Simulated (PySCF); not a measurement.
# Dipole response of Tc (technetium, neutral)

[Kr] 4d6 5s1, high-spin 6D determinant (an excited configuration). Calculation: PySCF 2.14, in ANO-RCC-VTZP (7s6p4d2f1g, 68 functions); scalar relativity by spin-free X2C-1e. Coupled (time-dependent) response in atomic units; α is the mean over directions. The basis has no added diffuse functions, which lowers α and C₆.

```
method  mean α (bohr³)         α xx, yy, zz  C₆ (like pair)  S(−4)
   UHF           92.20  90.21, 90.21, 96.19           923.0   6400
   PBE           59.77  60.61, 60.61, 58.11           550.2   2104
  PBE0           64.41  64.71, 64.71, 63.80           601.0   2549
```

S(−4) is the Cauchy moment in α(ω) = α(0) + S(−4) ω² + …

Spin-orbit coupling is absent.

α(iu) at PBE0:

```
u (hartree)  α(iu) (bohr³)
          0          64.41
     0.0500          58.72
      0.100          47.12
      0.200          28.53
      0.300          19.15
      0.500          11.51
      0.750          7.818
       1.00          5.863
       1.50          3.674
       2.00          2.490
       3.00          1.332
       5.00         0.5537
```

A single London oscillator, α(iu) = α/(1 + u²/ω²), gives C₆ = (3/4) ω α². Matching the computed C₆ needs ω = 4 × 601.0 / (3 × 64.41²) = 0.193 hartree.

The components differ because the open shell of this determinant is not spherical; for a pure term their mean is the scalar polarisability.
